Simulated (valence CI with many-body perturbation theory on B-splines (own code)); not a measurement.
Xe41+ in brief

Method: configuration interaction combined with many-body perturbation theory (CI+MBPT): three valence electrons over a frozen Dirac-Fock core [Ne], a basis of 11 s, 11 p, 9 d, 7 f, 5 g, 2 h, 1 i functions for each j, with the one-electron correlation potential Σ1 (screened to all orders), the two-electron term Σ2, the three-electron term Σ3, Breit, model QED; selected single and double excitations, second order for the rest (own B-spline code, finite nucleus).

No measured spectrum was set against this ion. As an estimate, large intervals hold to a few tenths of a per cent, small ones and those within an open d or f shell to about a per cent.

Levels are named by their leading jj configuration (3d3/2^4 stands for four electrons in 3d with j = 3/2), which in mixed levels can hold well under half, so a name can repeat and another be missing.

Rates and lifetimes use the calculated energies. Strong lines usually hold to 10 to 20 %, long lifetimes can be off by a factor of two.

(1) What is the ground level?

(2) What are the static dipole polarisabilities of the lowest levels?

(3) Where does the other parity begin?

(4) What is the ionisation energy?

(5) How well does LS coupling describe the low levels?

(6) Among levels below 43.706 Ry, which E1 lines absorb most strongly from the ground level?

(7) Name the longest-lived excited levels whose lifetime is computed, and their main decay.

Answers

(1) (3s^2 3p1/2) J=1/2, composition 99 % 3s²3p ²P°, g = 0.657.

(2) (3s^2 3p1/2) J=1/2 0.0127 bohr³, of which the core gives 0.000189.

(3) At (3s 3p1/2^2) J=1/2, 7.452 Ry.

(4) 3069.5 eV; NIST lists 3068 ± 4 eV (theoretical).

(5) Among the lowest 20 levels the leading LS term, summed over configurations, holds 68 % on average. For single configurations the figures are 63 % in LS and 87 % in jj coupling. Terms mix most in the J = 5/2 level at 24.854 Ry, where the leading one holds 35 %.

(6) to (3s^2 3d3/2) J=3/2 at 5.216 nm, f = 0.355; to (3s 3p1/2 3p3/2) J=1/2 at 6.160 nm, f = 0.184; to (3s 3p1/2 3p3/2) J=3/2 at 6.421 nm, f = 0.109.

(7) (3s 3p3/2 3d5/2) J=9/2 at 29.987 Ry lives 467 ns, mostly by M1 to (3s 3p1/2 3d5/2) J=7/2; (3s^2 3p3/2) J=3/2 at 6.069 Ry lives 377 ns, mostly by M1 to (3s^2 3p1/2) J=1/2.
